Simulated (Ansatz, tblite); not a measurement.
Forces on the cluster Na3S⁺ at its PBE0-D4/def2-TZVP geometry. The state is a singlet with charge 1.

The xTB rows come from tblite. Correlated methods freeze 8 core orbitals; core or outer-core shells of Na are correlated, in sets that lack core-valence functions. The structure comes from a short search, and lower isomers may exist.

GFN1-xTB (tblite), largest force 0.30 eV/Å:

```xyz
4
positions Å, forces eV/Å
Na   -2.116    0.713    1.089    0.258   -0.087   -0.132
Na    0.034   -2.026   -1.440   -0.004    0.247    0.176
Na    2.080    1.315    0.349   -0.254   -0.161   -0.042
S     0.001   -0.002    0.002   -0.001    0.001   -0.002
```

GFN2-xTB (tblite), largest force 0.28 eV/Å:

```
Na -0.236 0.082 0.118
Na 0.003 -0.222 -0.163
Na 0.230 0.148 0.035
S 0.004 -0.008 0.011
```

B2PLYP/def2-TZVP (Ansatz), largest force 0.01 eV/Å:

```
Na -0.012 0.004 0.006
Na 0.001 -0.011 -0.007
Na 0.011 0.006 0.002
S 0.000 0.001 -0.001
```
